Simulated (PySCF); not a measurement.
A geometry optimisation, step by step.

Compound: 1-bromo-2,2-difluoroethylene, C2HBrF2.
Bonds: F1–C2, C2–F3, C2–C4 (double), C4–Br5. Hydrogens: H6 on C4.

Computed by this run: PBE0-D3(BJ)/def2-SVP geometry optimisation, gas phase (PySCF); density fitting, grid level 1; the optimiser is geomeTRIC in internal coordinates, started from a GFN2-xTB structure with every atom displaced at random (about 0.01 Å). The frame can shift and turn from step to step; on so coarse a grid that alone can change the energy by a few meV, and forces under 0.02 eV/Å are noise.

Step 0: E = -77539.3671 eV, largest atomic force 2.031 eV/Å
```
atom  x, y, z in Å  |  force x, y, z in eV/Å
F1     -0.752    1.270    0.872   -0.145  -0.059  -0.102
C2     -0.629    0.249    0.071    0.144  -0.681  -0.538
F3     -1.810   -0.108   -0.451    1.337   0.329   0.546
C4      0.542   -0.371   -0.202   -1.870   0.739   0.287
Br5     2.145    0.145    0.530    0.460   0.161   0.217
H6      0.529   -1.215   -0.865    0.073  -0.487  -0.409
```

Step 1: E = -77539.3486 eV, largest atomic force 1.032 eV/Å
```
atom  x, y, z in Å  |  force x, y, z in eV/Å
F1     -0.272    1.312    0.978   -0.060  -0.124  -0.115
C2     -0.553    0.333    0.149   -0.412   0.771   0.549
F3     -1.836    0.332   -0.093    0.056  -0.395  -0.310
C4      0.367   -0.492   -0.325    0.497  -0.080   0.054
Br5     2.131   -0.193    0.254    0.044  -0.293  -0.234
H6      0.188   -1.323   -1.009   -0.125   0.121   0.057
```

Step 2: E = -77539.3996 eV, largest atomic force 0.627 eV/Å
```
atom  x, y, z in Å  |  force x, y, z in eV/Å
F1     -0.307    1.332    0.987   -0.170  -0.111  -0.129
C2     -0.561    0.347    0.159    0.140   0.456   0.406
F3     -1.836    0.297   -0.120    0.094  -0.200  -0.147
C4      0.380   -0.468   -0.304    0.299  -0.144  -0.038
Br5     2.172   -0.248    0.218   -0.221  -0.072  -0.108
H6      0.178   -1.292   -0.987   -0.143   0.070   0.015
```

Step 3: E = -77539.4213 eV, largest atomic force 0.244 eV/Å
```
atom  x, y, z in Å  |  force x, y, z in eV/Å
F1     -0.341    1.355    0.998   -0.072  -0.116  -0.097
C2     -0.549    0.359    0.176    0.224   0.069   0.067
F3     -1.809    0.260   -0.146   -0.168   0.009  -0.019
C4      0.392   -0.458   -0.290    0.085   0.027   0.048
Br5     2.184   -0.281    0.191    0.029   0.002   0.009
H6      0.149   -1.267   -0.975   -0.098   0.009  -0.009
```

Step 4: E = -77539.4221 eV, largest atomic force 0.142 eV/Å
```
atom  x, y, z in Å  |  force x, y, z in eV/Å
F1     -0.361    1.358    0.996    0.127  -0.008   0.006
C2     -0.542    0.362    0.175   -0.028   0.087   0.088
F3     -1.805    0.259   -0.147   -0.058  -0.091  -0.092
C4      0.401   -0.454   -0.285    0.002  -0.010  -0.011
Br5     2.197   -0.297    0.184   -0.019   0.025   0.017
H6      0.136   -1.259   -0.969   -0.025  -0.004  -0.008
```

Step 5: E = -77539.4229 eV, largest atomic force 0.083 eV/Å
```
atom  x, y, z in Å  |  force x, y, z in eV/Å
F1     -0.347    1.357    0.996   -0.043   0.042   0.013
C2     -0.541    0.364    0.176   -0.022  -0.052  -0.021
F3     -1.804    0.252   -0.153    0.043   0.057   0.043
C4      0.399   -0.454   -0.284    0.014  -0.037  -0.032
Br5     2.194   -0.294    0.188   -0.020  -0.003  -0.004
H6      0.125   -1.257   -0.968    0.029  -0.007   0.001
```

Step 6: E = -77539.4234 eV, largest atomic force 0.025 eV/Å
```
atom  x, y, z in Å  |  force x, y, z in eV/Å
F1     -0.345    1.358    0.995   -0.005  -0.011  -0.004
C2     -0.543    0.362    0.177    0.017   0.006  -0.017
F3     -1.805    0.260   -0.150    0.000   0.001   0.007
C4      0.397   -0.457   -0.286   -0.005   0.008   0.010
Br5     2.191   -0.293    0.188    0.000  -0.003   0.002
H6      0.130   -1.261   -0.970   -0.006  -0.001   0.004
```

Step 7: E = -77539.4234 eV, largest atomic force under 0.02 eV/Å
```
atom  x, y, z in Å  |  force x, y, z in eV/Å
F1     -0.344    1.359    0.995    0.005   0.002  -0.006
C2     -0.542    0.364    0.175    0.000  -0.004   0.011
F3     -1.805    0.262   -0.149   -0.002   0.002  -0.006
C4      0.397   -0.457   -0.286    0.000   0.002   0.001
Br5     2.191   -0.296    0.189    0.001  -0.001   0.000
H6      0.128   -1.262   -0.969   -0.004   0.000   0.000
```

**Question.** Summarise the path.

**Answer.** The energy falls by 1.30 kcal/mol from step 0 to step 7; nine tenths of that is first reached at step 3. It rises by more than 0.2 meV at step 1. The largest force goes from 2.031 to under 0.02 eV/Å. Among the bonds C2–F3 changes most, from 1.340 to 1.309 Å; the atoms move by 0.020 Å rms after alignment.

What follows is the cost of the whole optimisation. Time: 31 s of wall time; peak memory 0.38 GiB. Hardware: one thread, Intel Xeon Platinum 8259CL at 2.50 GHz (x86_64), shared host.
